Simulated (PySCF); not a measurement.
NICS in rings of unrelated molecules.

Probes without a nucleus sit at each ring's centroid and 1 Å off its mean plane on both sides; NICS is minus the shielding there, NICSzz its component along the normal. Level: GIAO PBE0/pcSseg-1 (PySCF, non-relativistic, gas phase) on the GFN2-xTB geometries, one conformer each. Atom numbers follow the mapped SMILES.

Problem. Order these rings by mean NICS(1)zz, lowest (most negative) first (ppm).
A. ring C2–C3–P4–C5–C9–N10 in `[CH3:1][c:2]1[cH:3][p:4][c:5]([N:6]([CH3:7])[CH3:8])[cH:9][n:10]1`
B. ring Si3–Si4–Si5–Si6–Si7 in `[CH3:1][O:2][Si@@H:3]1[SiH2:4][SiH2:5][SiH2:6][Si@@H:7]1[OH:8]`
C. ring C2–C3–C4–P8–C9–N10 in `[CH3:1][c:2]1[cH:3][c:4]([N:5]([CH3:6])[CH3:7])[p:8][cH:9][n:10]1`
D. ring N3–C4–N5–C6–C7 in `[CH3:1][SiH2:2][n:3]1[cH:4][n:5][cH:6][c:7]1[F:8]`
E. ring C6–C7–C8 in `[OH:1][Si:2]([OH:3])([CH2:4][Cl:5])[CH:6]1[CH2:7][CH2:8]1`
F. ring C5–C6–C7–O9–C10 in `[CH3:1][CH2:2][C@@H:3]([CH3:4])[C@H:5]1[CH:6]=[C:7]([F:8])[O:9][CH2:10]1`
G. ring C2–C3–C4–C5–C6 in `[CH3:1][C@@H:2]1[CH2:3][CH2:4][CH2:5][C@@:6]1([CH3:7])[C:8](=[O:9])[F:10]`

Solution. D (-26.4), E (-24.9), A (-23.7), C (-21.9), F (-3.2), G (-2.0), B (2.1).

```json
{"SMILES": "C[SiH2]n1cncc1F", "ring": "5-membered ring with 2 N; formal bonds all aromatic", "NICS(0)": "-12.7", "NICS(1)": "-10.0", "NICS(1)zz": "-26.4", "HOMA": "0.87", "rms pucker (Å)": "0.00", "ring atoms with four or more neighbours": "0"}
{"SMILES": "O[Si](O)(CCl)C1CC1", "ring": "3-membered carbocycle; formal bonds all single", "NICS(0)": "-44.9", "NICS(1)": "-9.0", "NICS(1)zz": "-24.9", "HOMA": "–", "rms pucker (Å)": "0.00", "ring atoms with four or more neighbours": "3"}
{"SMILES": "Cc1cpc(N(C)C)cn1", "ring": "6-membered ring with N and P; formal bonds all aromatic", "NICS(0)": "-6.7", "NICS(1)": "-10.0", "NICS(1)zz": "-23.7", "HOMA": "0.86", "rms pucker (Å)": "0.00", "ring atoms with four or more neighbours": "0"}
{"SMILES": "Cc1cc(N(C)C)pcn1", "ring": "6-membered ring with N and P; formal bonds all aromatic", "NICS(0)": "-6.7", "NICS(1)": "-9.6", "NICS(1)zz": "-21.9", "HOMA": "0.83", "rms pucker (Å)": "0.00", "ring atoms with four or more neighbours": "0"}
{"SMILES": "CC[C@@H](C)[C@H]1C=C(F)OC1", "ring": "5-membered ring with O; formal bonds 1 double, 4 single", "NICS(0)": "-6.1", "NICS(1)": "-2.2", "NICS(1)zz": "-3.2", "HOMA": "–", "rms pucker (Å)": "0.03", "ring atoms with four or more neighbours": "2"}
{"SMILES": "C[C@@H]1CCC[C@@]1(C)C(=O)F", "ring": "5-membered carbocycle; formal bonds all single", "NICS(0)": "-5.5", "NICS(1)": "-3.9", "NICS(1)zz": "-2.0", "HOMA": "–", "rms pucker (Å)": "0.18", "ring atoms with four or more neighbours": "5"}
{"SMILES": "CO[Si@@H]1[SiH2][SiH2][SiH2][Si@@H]1O", "ring": "5-membered ring with 5 Si; formal bonds all single", "NICS(0)": "-0.5", "NICS(1)": "-1.7", "NICS(1)zz": "2.1", "HOMA": "–", "rms pucker (Å)": "0.09", "ring atoms with four or more neighbours": "5"}
```

NICS(0) gives another order. The isotropic NICS(1) gives another order. HOMA uses Krygowski's 1993 parameters; it is left out where a ring has a four-coordinate atom, a triple bond, no multiple bond or a kind of bond without parameters. NICS(1) and NICS(1)zz are means over the two faces.
